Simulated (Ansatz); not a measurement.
Ge(CF3)H3 (CH3F3Ge), 8 atoms. Hardware: 2 threads of Arm Neoverse V2 on a shared host.

Correlated methods freeze 13 core orbitals; core or outer-core shells of Ge are correlated, in sets that lack core-valence functions.

How many basis functions does each of these Ansatz runs have, and roughly what does it cost? HF/def2-TZVP, charge 0 singlet, energy, from earlier orbitals; MP2/def2-TZVP, charge 0 singlet, energy, from earlier orbitals; r2SCAN-D4/def2-TZVP, charge 0 singlet, energy, from earlier orbitals; B97M-V/def2-TZVP, charge 0 singlet, energy, from earlier orbitals; PBE-D4/def2-TZVP, charge 0 singlet, energy and forces, from earlier orbitals; PBE-D4/def2-SVP, charge 0 singlet, energy, from earlier orbitals; ωB97M-V/def2-TZVP, charge 0 singlet, energy, from earlier orbitals; PBE0-D4/def2-TZVP, charge 0 singlet, energy, from earlier orbitals; CCSD(T)/def2-SVP, charge 0 singlet, energy, from earlier orbitals; PBE-D4/def2-SVP, charge 0 singlet, relaxation, 4 steps; PBE0-D4/def2-SVP, charge 0 singlet, energy with a search over starts; PBE0-D4/def2-SVP, charge 0 singlet, energy, from earlier orbitals.

Other jobs shared the machine, so times can vary by a factor of up to 3. A dash marks memory too small to be measured apart from the calling script's.

```json
{"run": "PBE-D4/def2-SVP, charge 0 singlet, energy, from earlier orbitals", "functions": "103", "fitting or Cholesky vectors": "1127", "wall time": "1.1 s", "peak host memory (GiB)": "–"}
{"run": "PBE0-D4/def2-SVP, charge 0 singlet, energy, from earlier orbitals", "functions": "103", "fitting or Cholesky vectors": "1005", "wall time": "1.6 s", "peak host memory (GiB)": "–"}
{"run": "HF/def2-TZVP, charge 0 singlet, energy, from earlier orbitals", "functions": "190", "fitting or Cholesky vectors": "1421", "wall time": "1.8 s", "peak host memory (GiB)": "–"}
{"run": "PBE0-D4/def2-SVP, charge 0 singlet, energy with a search over starts", "functions": "103", "fitting or Cholesky vectors": "1005", "wall time": "2 s", "peak host memory (GiB)": "–"}
{"run": "PBE-D4/def2-TZVP, charge 0 singlet, energy and forces, from earlier orbitals", "functions": "190", "fitting or Cholesky vectors": "1138", "wall time": "2.5 s", "peak host memory (GiB)": "–"}
{"run": "MP2/def2-TZVP, charge 0 singlet, energy, from earlier orbitals", "functions": "190", "fitting or Cholesky vectors": "1311", "wall time": "2.9 s", "peak host memory (GiB)": "–"}
{"run": "PBE0-D4/def2-TZVP, charge 0 singlet, energy, from earlier orbitals", "functions": "190", "fitting or Cholesky vectors": "1181", "wall time": "3.1 s", "peak host memory (GiB)": "–"}
{"run": "r2SCAN-D4/def2-TZVP, charge 0 singlet, energy, from earlier orbitals", "functions": "190", "fitting or Cholesky vectors": "1138", "wall time": "4.1 s", "peak host memory (GiB)": "–"}
{"run": "PBE-D4/def2-SVP, charge 0 singlet, relaxation, 4 steps", "functions": "103", "fitting or Cholesky vectors": "1127", "wall time": "6.5 s", "peak host memory (GiB)": "–"}
{"run": "B97M-V/def2-TZVP, charge 0 singlet, energy, from earlier orbitals", "functions": "190", "fitting or Cholesky vectors": "1138", "wall time": "8 s", "peak host memory (GiB)": "–"}
{"run": "ωB97M-V/def2-TZVP, charge 0 singlet, energy, from earlier orbitals", "functions": "190", "fitting or Cholesky vectors": "1166", "wall time": "9.5 s", "peak host memory (GiB)": "0.59"}
{"run": "CCSD(T)/def2-SVP, charge 0 singlet, energy, from earlier orbitals", "functions": "103", "fitting or Cholesky vectors": "1005", "wall time": "11 s", "peak host memory (GiB)": "–"}
```
